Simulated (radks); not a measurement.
The numbers below are computed, except where a source is named.
Q: These are the eigenvalues of the occupied orbitals of an atom or ion with whole-number occupations (eV). Level of theory: scalar-relativistic Kohn-Sham, PBE, spin-polarised, spherical densities, finite nucleus; Fermi nuclear charge, rms radius of each element as measured or else 0.836 A^(1/3) + 0.57 fm (a radial shooting solver on a logarithmic mesh with Libxc functionals).

orbital  eigenvalue
1s up     -424.1038
1s down   -423.2786
2s up      -50.1633
2s down    -47.8206
2p up      -38.5298

Which element is it, and in what charge state? The configuration may be excited. Open shells, if any, are filled with parallel spins first.

A: Z = 7, nitrogen, charge +2: N2+ in [He] 2s2 2p1. The list shows which subshells hold electrons but not how many an open one holds; the 1s level, -15.586 hartree, gives Z - s = 5.6 by -(Z - s)^2/2, which with screening and relativity narrows Z to a few neighbours, and the depths of the outer levels then fix element, charge and occupations together.
